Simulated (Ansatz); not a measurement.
A nudged elastic band was laid between two geometries of AsH3 + H5NSn (11 atoms, charge 0, multiplicity 1).

These are results of UKS PBE0-D4/def2-SVP (Ansatz 0.2.0), not measurements.

```
movable images  : 4
climbing image  : no
spring          : 5.0 eV/Å²
optimiser       : quadratic models (default)
start path      : through a guess of the saddle point
force threshold : 0.05 eV/Å
iteration limit : 60
end points      : relaxed
```

First end point:

```xyz
11
Properties=species:S:1:pos:R:3
Sn -0.584 -0.423 -1.507
N 1.317 0.304 -1.275
H -0.607 -1.246 -3.009
H -1.073 -1.500 -0.256
H -1.595 0.958 -1.532
H 0.808 0.426 1.518
As 0.050 0.518 2.840
H 1.999 -0.394 -0.986
H 1.371 1.072 -0.610
H -1.155 1.166 2.160
H -0.530 -0.881 2.658
```

Last end point:

```xyz
11
Properties=species:S:1:pos:R:3
Sn -1.251 -0.290 -0.623
N 1.695 0.580 -0.481
H -0.353 -1.604 -1.256
H -2.921 -0.747 -0.676
H -1.102 1.095 -1.623
H 1.955 1.324 0.166
As -0.637 0.280 1.848
H 2.368 -0.173 -0.342
H 1.859 0.945 -1.418
H -1.844 -0.442 2.443
H 0.231 -0.969 1.962
```

(1) What changes between the two ends?

(2) What energy profile does the band end with?

(3) What is the geometry of the highest image?

The band took 20 iterations and about 26 core-minutes.

Results:

(1) Bonds broken: Sn1–N2, H6–As7. Bonds formed: Sn1–As7, N2–H6. AsH3 + H5NSn becomes AsH5Sn + H3N.

(2) It converged. The highest image is number 1 of 0 to 5, 0.076 eV above the first end and 1.080 eV above the last; the last end lies 1.005 eV below the first. No image climbed, so the highest image needn't sit at the top of the path. A band with more images between the same ends climbed to 0.65 eV, so this one has probably stepped over the top. The orbitals were unrestricted but ended closed-shell.

```
image  path coordinate (Å)  energy (eV)  Sn1–N2 (Å)  H6–As7 (Å)  Sn1–As7 (Å)
    0                 0.00        0.000        2.05        1.53         4.49
    1                 1.50        0.076        2.07        1.56         3.87
    2                 3.01        0.074        2.38        2.31         2.94
    3                 4.51       -0.756        2.94        2.78         2.64
    4                 6.01       -0.977        3.07        3.17         2.62
    5                 7.52       -1.005        3.08        3.26         2.61
```

(3) 
```xyz
11
Properties=species:S:1:pos:R:3
Sn -0.596 -0.354 -1.204
N 1.328 0.225 -0.702
H -0.577 -0.843 -2.845
H -1.102 -1.667 -0.230
H -1.614 1.007 -1.003
H 0.729 0.621 1.192
As -0.094 0.608 2.512
H 2.000 -0.542 -0.711
H 1.698 0.957 -1.308
H -1.439 0.889 1.843
H -0.332 -0.899 2.457
```

The run took 6.9 min on 4 threads of Arm Neoverse N1 (shared host), peak memory 0.44 GiB.
